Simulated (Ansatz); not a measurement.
Geometry optimisation, RKS PBE-D4/def2-SVP in Ansatz 0.2.0.

Input file:

```yaml
crystal:
  periodic: [false, false, false]
  atoms:
    - { symbol: "N", position_ang: [0.1271, -2.0856, 1.9521] }
    - { symbol: C, position_ang: [-0.0517, -1.174, 1.1866] }
    - { symbol: Ge, position_ang: [-0.288, 0.2536, -0.0587] }
    - { symbol: O, position_ang: [1.1781, 0.2459, -1.2111] }
    - { symbol: H, position_ang: [-1.5905, 0.0743, -0.8274] }
    - { symbol: H, position_ang: [-0.2648, 1.6157, 0.7193] }
    - { symbol: H, position_ang: [1.10442, -0.66021, -1.60011] }
basis:
  gaussian: { orbitals: def2-SVP }
hamiltonian:
  xc: pbe
  dispersion: d4
relax:
  f_tol: 0.015
  max_steps: 40
output:
  orbitals: {}
```

Run as:

```bash
$ ansatz run input.yaml --threads 1 --pin off --max-ram 2048MiB --backend cpu --events-out ev --progress --plain --runs-dir out
```

Question: Where does it end, and by what steps?

Answer: The forces met the threshold. After 4 steps the energy has fallen by 0.166 eV; H7 moved furthest, 0.12 Å.

```tsv
step	energy less start (eV)	largest force component (eV/Å)	accepted
0	0.0000	2.765	yes
1	-0.1344	0.726	yes
2	-0.1624	0.256	yes
3	-0.1658	0.062	yes
4	-0.1662	0.015	yes
```

```xyz
7
Properties=species:S:1:pos:R:3
N 0.084 -2.078 1.959
C -0.071 -1.187 1.211
Ge -0.287 0.264 -0.068
O 1.109 0.253 -1.188
H -1.635 0.020 -0.789
H -0.185 1.601 0.684
H 1.199 -0.603 -1.647
```

Run time: 9.9 s on 1 CPU thread of a shared host.
